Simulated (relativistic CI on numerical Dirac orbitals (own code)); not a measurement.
**Transition arrays of Sm XXIV**

Method of calculation: Dirac-Coulomb-Breit CI, orbitals from a KLI potential per configuration, model QED, valence Slater integrals scaled by 0.9, whole transition arrays (own radial code, finite nucleus).

CI space (outside the closed core [Ar] 3d10 4s2): 4p⁶4d³, 4p⁶4d²4f, 4p⁵4d⁴, 4p⁶4d²5p, 4p⁶4d²5f. Levels of other configurations are missing.

All E1 lines from the levels of 4p⁶4d³; mean and standard deviation are weighted by gf, and upper levels are sorted by their leading configuration.

| Upper configuration | Lines | Σgf | Mean (eV) | Mean (nm) | σ (eV) | Strongest line (nm) |
| --- | --- | --- | --- | --- | --- | --- |
| 4p⁶4d²4f | 513 | 153.1 | 159.79 | 7.759 | 8.46 | 7.549 |
| 4p⁵4d⁴ | 1926 | 516.0 | 164.12 | 7.555 | 10.54 | 7.345 |
| 4p⁶4d²5p | 466 | 37.0 | 266.40 | 4.654 | 4.22 | 4.621 |
| 4p⁶4d²5f | 721 | 74.1 | 379.08 | 3.271 | 3.82 | 3.280 |

Σgf per state of the lower configuration in bins of 0.2 nm over the central range (centre: value): 3.3: 0.61, 4.5: 0.06, 4.7: 0.24, 6.9: 0.02, 7.1: 0.28, 7.3: 1.60, 7.5: 1.99, 7.7: 1.00, 7.9: 0.12, 8.1: 0.05, 8.3: 0.04, 8.5: 0.05, 8.7: 0.06, 8.9: 0.07, 9.1: 0.05, 9.3: 0.03, 9.5: 0.04.

(1) How do configuration mixing and the scaling of the Slater integrals move the arrays?

Results:

(1) Slater scale 0.9, no configuration mixing: 4p⁶4d²4f 150.5 ± 6.0 eV (Σgf 228.5), 4p⁵4d⁴ 152.5 ± 15.1 eV (Σgf 389.0), 4p⁶4d²5p 266.5 ± 4.2 eV (Σgf 41.6), 4p⁶4d²5f 379.1 ± 3.8 eV (Σgf 76.1); Slater scale 1: 4p⁶4d²4f 163.7 ± 7.0 eV (Σgf 176.2), 4p⁵4d⁴ 166.8 ± 11.0 eV (Σgf 505.2), 4p⁶4d²5p 266.4 ± 4.4 eV (Σgf 36.4), 4p⁶4d²5f 379.1 ± 4.0 eV (Σgf 74.0); Slater scale 0.8: 4p⁶4d²4f 157.0 ± 8.3 eV (Σgf 170.6), 4p⁵4d⁴ 161.4 ± 10.7 eV (Σgf 486.2), 4p⁶4d²5p 266.4 ± 4.1 eV (Σgf 37.6), 4p⁶4d²5f 379.1 ± 3.7 eV (Σgf 74.2). With mixing, levels are counted to their leading configuration, so an array can shrink or vanish into another, and the sums then hold other lines.
